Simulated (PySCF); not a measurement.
Structure with atom numbers: `[PH3+:1][BH2-:2][CH:3]1[CH2:4][CH2:5][CH2:6]1`; H(Xn) means a hydrogen on atom n. Ha(C4), Ha(C5), Ha(C6) are cis to B2 on the ring; Hb(C4), Hb(C5), Hb(C6) are trans to B2 on the ring.

Geometry: PBE0-D3(BJ)/def2-SVP; GIAO shifts from PySCF, gas phase, non-relativistic, averaged over equivalent atoms.

At PBE0/pcSseg-1 (169 basis functions, 36 s wall time on 1 thread of an Arm Neoverse N1, shared host):
| atoms | δ (ppm) |
| --- | --- |
| P1 | -161.9 |
| B2 | -35.2 |
| C4/C6 | 28.3 |
| C3 | 19.9 |
| C5 | 18.8 |
| H(P1) | 3.90 |
| Hb(C4)/Hb(C6) | 2.17 |
| Hb(C5) | 2.05 |
| Ha(C5) | 2.05 |
| H(B2) | 1.69 |
| Ha(C4)/Ha(C6) | 1.66 |
| H(C3) | 1.46 |

δ = σ(ref) − σ, references computed at the same level: 31P (σref 310.13) against H3PO4; 11B (σref 100.73) against BF3·OEt2; TMS for 13C (σref 184.41), 1H (σref 31.27).

Problem. Estimate the result of repeating the calculation with KT2/pcSseg-1.

Solution. 
```tsv
atoms	δ at KT2/pcSseg-1	change
P1	-166.2	-4.3
B2	-35.0	+0.2
C4/C6	31.8	+3.5
C3	25.1	+5.2
C5	22.0	+3.2
H(P1)	3.92	+0.02
Hb(C4)/Hb(C6)	2.41	+0.24
Hb(C5)	2.21	+0.16
Ha(C5)	2.23	+0.18
H(B2)	1.82	+0.13
Ha(C4)/Ha(C6)	1.83	+0.17
H(C3)	1.76	+0.30
```

Scale: 31P (σref 325.43) vs H3PO4; BF3·OEt2 for 11B (σref 99.90); TMS for 13C (σref 183.22), 1H (σref 31.18) (reference shieldings calculated alike).

The largest change is at C3 (sp3 CH bonded to B). Cost: 169 basis functions, 49 s wall time on 1 thread of an Arm Neoverse N1, shared host. The order of the carbon signals is the same at both levels.

A carbon bonded to boron is broadened by the quadrupolar boron nucleus and is often missing from a measured spectrum. Experimental scales use liquid or dissolved standards, which lie at an offset from isolated H3PO4.
